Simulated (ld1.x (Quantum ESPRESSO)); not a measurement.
## What the settings do to the TM potential of Ag (Z = 47)

Base potential:

ld1.x (Quantum ESPRESSO) 7.5 input, shortened:

```
&input
   title='Ag', zed=47., rel=1, dft='PBESOL', iswitch=3,
   config='[Kr] 4d10 5s1 5p0'
 /
 &inputp
   pseudotype=2, tm=.true., lloc=0,
   nlcc=.false.
 /
3
5P  2  1   0.00   0.00  2.40  2.40  0.0
4D  3  2  10.00   0.00  1.65  1.65  0.0
5S  1  0   1.00   0.00  2.15  2.15  0.0
 &test
   configts(1)='4d10 5s1 5p0'
 /
```

Cutoffs, loose and tight: the cutoffs (Ry, on a coarse ladder) from which the occupation-weighted sum of valence levels, in a spherical-Bessel basis at the reference potential, stays within 10 and 1 mRy of its value at 400 Ry. They do not see the model core or the augmentation charge, which bear on the density cutoff. Test errors are all-electron minus pseudo excitation energies from the reference, over the configurations 4d10 5s0 5p0; 4d9 5s0 5p0; 4d8 5s0 5p0; 4d9 5s1 5p0; 4d10 5s0.5 5p0; 4d10 5s0 5p1; 4d7 5s0 5p0. A dash means not determined; rows that change the core or the reference have their own tests.

A true bound ghost makes a file unfit for plane-wave use even where its test errors are small: the radial tests pick states by their node count and pass the ghost by.

| change | outcome | cutoff, loose | cutoff, tight | bound ghosts | largest test error (meV) |
| --- | --- | --- | --- | --- | --- |
| base | generated | 70 Ry | 100 Ry | none | -1458 |
| wave 4d (bound): rc 1.65 bohr becomes 4d (bound): rc 1.22 bohr | generated | 80 Ry | 100 Ry | none | -1487 |
| wave 5s (bound): rc 2.15 bohr becomes 5s (bound): rc 2.08 bohr | generated | 70 Ry | 100 Ry | none | -1459 |
| type ultrasoft; waves now 5s (bound): rcut 1.85, rcutus 2.15 bohr; 5s channel at 2.35 Ry: rcut 1.85, rcutus 2.15 bohr; 5p (bound): rcut 2.10, rcutus 2.40 bohr; 5p channel at 1.4 Ry: rcut 2.10, rcutus 2.40 bohr; 4d (bound): rcut 1.45, rcutus 1.65 bohr; 4d channel at 0.3 Ry: rcut 1.45, rcutus 1.65 bohr; local potential all-electron potential smoothed inside 2.20 bohr (lloc = -1); augmentation PSQ, radius 1.40 bohr | failed: chargeps: negative rho | – | – | – | – |
| core [Ar] 3d10, valence charge 19; reference 4s2 4p6 4d10 5s1 5p0; waves now 4p (bound): rc 1.20 bohr; 4d (bound): rc 1.70 bohr; 4s (bound): rc 0.90 bohr | generated | 160 Ry | 260 Ry | none | -261 |
| wave 5p (bound): rc 2.40 bohr becomes 5p (bound): rc 1.58 bohr | generated | 70 Ry | 100 Ry | p | -1458 |
| functional PBE | generated | 70 Ry | 100 Ry | none | -1408 |
| core correction a·sin(br)/r model core inside 1.26 bohr | generated | 70 Ry | 100 Ry | none | -1914 |
| all radii scaled by about 1.36 (s 2.92, p 3.26, d 2.24 bohr) | generated | 50 Ry | 80 Ry | none | -1328 |
| wave 5p (bound): rc 2.40 bohr becomes 5p (bound): rc 1.98 bohr | generated | 70 Ry | 100 Ry | p | -1458 |
| type PAW; waves now 5s (bound): rcut 1.85, rcutus 2.15 bohr; 5s channel at 0.1 Ry: rcut 1.85, rcutus 2.15 bohr; 5p (bound): rcut 2.10, rcutus 2.40 bohr; 5p channel at 2.2 Ry: rcut 2.10, rcutus 2.40 bohr; 4d (bound): rcut 1.45, rcutus 1.65 bohr; 4d channel at 0.95 Ry: rcut 1.45, rcutus 1.65 bohr; local potential all-electron potential smoothed inside 1.25 bohr (lloc = -2); core correction a·sin(br)/r model core, default radius (ld1.x builds one for every PAW set, though the input has nlcc=.false.); augmentation PSQ, inside the norm-conserving radii | generated | 40 Ry | 70 Ry | s | -1161 |

Task: What comes out with this change to the base: local potential the d channel?

Result: outcome: generated; cutoff, loose: 70 Ry; cutoff, tight: 100 Ry; bound ghosts: s, p; largest test error (meV): -400.
